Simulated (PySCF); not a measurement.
## Polarisability and C₆ of P⁺ (phosphorus, charge +1)

[Ne] 3s2 3p2, high-spin 3P determinant. Calculation: PySCF 2.14, in aug-cc-pwCVTZ; the non-relativistic Hamiltonian (point nucleus). Coupled (time-dependent) response in atomic units; α is the mean over directions.

```
method  mean α (bohr³)         α xx, yy, zz  C₆ (like pair)  S(−4)
   UHF           14.52  14.13, 14.72, 14.72           75.40  71.09
   PBE           14.46  13.84, 14.78, 14.78           74.68  69.33
  PBE0           14.34  13.82, 14.60, 14.60           73.95  67.57
 B97-3           14.36  13.78, 14.66, 14.66           74.19  67.31
 TPSSh           14.34  13.85, 14.59, 14.59           74.55  67.16
```

S(−4) is the Cauchy moment in α(ω) = α(0) + S(−4) ω² + …

α(iu) at PBE:

```csv
u (hartree),α(iu) (bohr³)
0,14.46
0.0500,14.29
0.100,13.81
0.200,12.17
0.300,10.21
0.500,6.814
0.750,4.211
1.00,2.790
1.50,1.474
2.00,0.9238
3.00,0.4831
5.00,0.2223
```

For an ion, C₆ is the dispersion term alone; charge-induced terms of lower order in 1/R come first.

The components differ because the open shell of this determinant is not spherical; for a pure term their mean is the scalar polarisability.
